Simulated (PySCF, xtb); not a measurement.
Si(I)(NH2) (H₂INSi), SMILES N[Si]I (connectivity only; charge and spin as stated), neutral, multiplicity 1.

Geometry: B3LYP-D3(BJ)/def2-TZVP. The def2 effective core potentials stand for the cores of I; spin–orbit coupling is left out. Other conformers were not sampled.

Computed with PySCF with C-PCM-PBE0/def2-SVP.

The values are the electrostatic part of the solvation free energy, E(continuum) − E(gas) at the gas-phase geometry, in a cavity of scaled van der Waals radii (PySCF's table); cavitation and dispersion terms are not included. In vacuum the orbital gap is 5.05 eV. The dipole moment in vacuum is 3.39 D.

Question: Estimate the values in water (ε = 78.36), benzene (ε = 2.27), 1-octanol (ε = 9.86). (An estimate is asked for; the answer gives what the named calculation found.)

Answer: 
```csv
solvent,ε,ΔG(elec) (kcal/mol),dipole (D),gap (eV)
water,78.36,-4.8,4.64,5.20
benzene,2.27,-2.5,4.00,5.13
1-octanol,9.86,-4.2,4.49,5.19
```

For comparison, GFN2-xTB/ALPB(water) (xtb, at the GFN2-xTB geometry, all terms of that model) gives -3.5 kcal/mol.
